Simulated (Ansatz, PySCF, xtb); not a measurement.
Pair of molecules: C2H4 (SMILES C=C) (first 6 atoms) with CHN (SMILES C#N); geometry from B3LYP-D3(BJ)/def2-TZVP, rigid monomers moved along the line of their centres of mass till C1···H9 is 3.04 Å.
(charge 0, multiplicity 1):
```xyz
9

C      0.656     0.011    -0.001
C     -0.667     0.044     0.089
H      1.205    -0.923     0.020
H      1.242     0.916    -0.112
H     -1.217     0.977     0.057
H     -1.254    -0.862     0.188
C      0.277     0.301     4.061
N      0.356     0.377     5.203
H      0.202     0.230     2.994
```

Interaction energies are E(AB) − E(A) − E(B) at the monomers' geometry in the complex; basis-set methods are counterpoise corrected.

The values were computed with Ansatz (an electronic-structure program); PySCF for the dispersion terms; xtb for the GFN methods. 

Problem. One of these levels gives -2.46 kcal/mol for the interaction energy. Which?
A) GFN1-xTB
B) PBE0-D3(BJ)/def2-TZVPPD
C) GFN2-xTB
D) r2SCAN/def2-TZVPPD

Solution. B, PBE0-D3(BJ)/def2-TZVPPD. The others give -0.83 (GFN1-xTB), -1.35 (GFN2-xTB), -1.84 (r2SCAN/def2-TZVPPD)
